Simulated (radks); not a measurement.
Q: These are the eigenvalues of the occupied orbitals of an atom or ion with whole-number occupations (hartree). All-electron calculation, scalar-relativistic Kohn-Sham, r2SCAN, spin-polarised, spherical densities, finite nucleus; meta-GGA in the generalised Kohn-Sham scheme; Fermi nuclear charge, rms radius of each element as measured or else 0.836 A^(1/3) + 0.57 fm. Program: a radial shooting solver on a logarithmic mesh with Libxc functionals.

orbital  eigenvalue
1s up     -3225.704

Which element is it, and in what charge state? The configuration may be excited. Open shells, if any, are filled with parallel spins first.

A: Z = 77, iridium, charge +76: Ir76+ in 1s1. The 1s level, -3225.7 hartree, gives Z - s = 80.3 by -(Z - s)^2/2, which with screening and relativity narrows Z to a few neighbours, and with so few levels the electron count can be read from the list.
